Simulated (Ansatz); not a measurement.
Reaction (ligand exchange at the Si–O bond): `N#CO[SiH3]` + `[NH2][GeH2][OH]` → `[OH][GeH2][NH][SiH3]` + `N#CO`

Isolated molecules relaxed with PBE0-D4/def2-TZVP in Ansatz; ΔE leaves out vibrations. CCSD(T)/CBS adds triple-zeta CCSD(T) − MP2 to the extrapolated MP2 energy (def2 sets, frozen cores). This one scheme is used for every species. Functionals use def2-TZVPP. For Ge outer-core shells are correlated without core-valence functions, which leaves a few kJ/mol of doubt a bond. Scalar relativity is left out up to krypton. Each species was taken in one conformer, which may not be the lowest.

Problem. Is it downhill or uphill in electronic energy at CCSD(T)/CBS, and by how much? (Estimate.)

Solution. The calculation gave: Uphill: ΔE = +28.1 kJ/mol.

Problem. What do these levels give: ωB97X-V, ωB97M-V, PBE, CCSD/def2-TZVPP, HF/def2-QZVPP, MP2/CBS(def2)? (An estimate is asked.)

Solution. Computed: ωB97X-V 28.0, ωB97M-V 26.5, PBE 26.3, CCSD/def2-TZVPP 27.8, HF/def2-QZVPP 39.6, MP2/CBS(def2) 29.4 kJ/mol.

Largest T1 diagnostic among the species: 0.014.

In def2-TZVPP, CCSD(T) changes the Hartree–Fock value by −12.2 kJ/mol (the triples alone add −1.6 kJ/mol) and MP2 by −10.9 kJ/mol. The D4 term adds −4.7 kJ/mol with B3LYP and −2.6 kJ/mol with PBE0; it sums over pairs of atoms, weighted by their polarisabilities, and B3LYP, whose exchange is more repulsive, gets the larger term.

B3LYP here is the variant with VWN-RPA as its local correlation; programs differ in this.
